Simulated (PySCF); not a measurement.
## NbSCl3: computed shieldings and shifts

NbSCl3, Cl3NbS, point group C3v.

Bonds: Nb1-S2 2.118 Å, Nb1-Cl3 2.268 Å, Nb1-Cl4 2.273 Å, Nb1-Cl5 2.273 Å.

GIAO calculations in PySCF on the PBE0-D3(BJ)/def2-SVP structure: isolated species, scalar relativity only through the core potential, equivalent atoms averaged; basis pcSseg-1 (def2-TZVP on Nb).

Q: Give the isotropic shieldings (ppm) with B3LYP, PBE0.

A: 
```
             atoms            environment  B3LYP  PBE0
       Cl3/Cl4/Cl5  chlorine bonded to Nb    297   323
                S2    sulfur bonded to Nb   -973  -955
HOMO–LUMO gap (eV)                      –   4.68  5.10
```

Q: And the chemical shifts, against references computed in the same way?

A: 
```csv
atoms,"nucleus, reference",B3LYP,PBE0
Cl3/Cl4/Cl5,"35Cl, HCl",634,620
S2,"33S, CS2",1459,1451
```

Q: Which part of the shielding of Cl3/Cl4/Cl5 depends on the functional?

A: Diamagnetic: B3LYP 1149, PBE0 1148 ppm; paramagnetic: B3LYP -852, PBE0 -826 ppm. The diamagnetic part, set mainly by inner electrons, hardly moves; the paramagnetic part goes with low-lying magnetically allowed excitations and carries the spread.

Nb is described by an effective core potential, so it has no shielding of its own here; spin–orbit effects on the atoms bonded to it, which can be large, are absent, and the values of these neighbours are rough.
